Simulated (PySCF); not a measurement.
**Steps of a relaxation of [Tb(H2O)2]3+**

[Tb(H2O)2]3+ (singlet in the valence; each metal's 4f electrons, 8 of them, lie in its core potential, out of spins and levels; a saddle point, relaxed within its symmetry). PySCF 2.14.0, RKS PBE0, Tb lcecp-1-SVP with ECP54, O def2-SVP, H def2-SVP; non-relativistic Hamiltonian with scalar-relativistic core potentials where named; density fitting; no spin-orbit coupling. Origin of the start: template. Columns: position (Å) and force (eV/Å). Energies are counted from the last step; some of the 6 steps are shown. Forces carry noise of the integration grid, about 0.01 to 0.03 eV/Å.

Run from Python with OMP_NUM_THREADS=2. Where DIIS fails, smearing, a level shift and second-order steps follow.
It took 15 s on 2 threads of Arm Neoverse V1, on a shared host, from the converged density of the start.

```xyz
7
step 0  E = 0.379 eV
Tb    0.0000    0.0000    0.0000     0.00    0.00    0.00
O     0.0000    0.0000    2.4600     0.00    0.00   -2.61
H     0.5445    0.5445    3.0500     0.44    0.44    0.57
H    -0.5445   -0.5445    3.0500    -0.44   -0.44    0.57
O     0.0000    0.0000   -2.4600     0.00    0.00    2.61
H     0.5445   -0.5445   -3.0500     0.44   -0.44   -0.57
H    -0.5445    0.5445   -3.0500    -0.44    0.44   -0.57
```

```xyz
7
step 2  E = 0.024 eV
Tb    0.0000    0.0000    0.0000     0.00    0.00    0.00
O     0.0000    0.0000    2.2852     0.00    0.00    0.52
H     0.5437    0.5437    2.9310    -0.17   -0.17   -0.42
H    -0.5437   -0.5437    2.9310     0.17    0.17   -0.42
O     0.0000    0.0000   -2.2852     0.00    0.00   -0.52
H     0.5437   -0.5437   -2.9310    -0.17    0.17    0.42
H    -0.5437    0.5437   -2.9310     0.17   -0.17    0.42
```

```xyz
7
step 3  E = 0.005 eV
Tb    0.0000    0.0000    0.0000     0.00    0.00    0.00
O     0.0000    0.0000    2.2615     0.00    0.00    0.40
H     0.5443    0.5443    2.8983    -0.09   -0.09   -0.22
H    -0.5443   -0.5443    2.8983     0.09    0.09   -0.22
O     0.0000    0.0000   -2.2615     0.00    0.00   -0.40
H     0.5443   -0.5443   -2.8983    -0.09    0.09    0.22
H    -0.5443    0.5443   -2.8983     0.09   -0.09    0.22
```

Question: Where does the relaxation end?

Answer: It converges at step 5 in D2d:
```xyz
7
step 5  E = 0
Tb    0.0000    0.0000    0.0000
O     0.0000    0.0000    2.2612
H     0.5457    0.5457    2.8863
H    -0.5457   -0.5457    2.8863
O     0.0000    0.0000   -2.2612
H     0.5457   -0.5457   -2.8863
H    -0.5457    0.5457   -2.8863
```

Question: How did the contacts change?

Answer: 
```
     contact  start (Å)  end (Å)
Tb1–O2 (H2O)      2.460    2.261
Tb1–O5 (H2O)      2.460    2.261
```


An lcecp potential fixes the number of 4f electrons, so in runs with it no electron can move into or out of that shell.
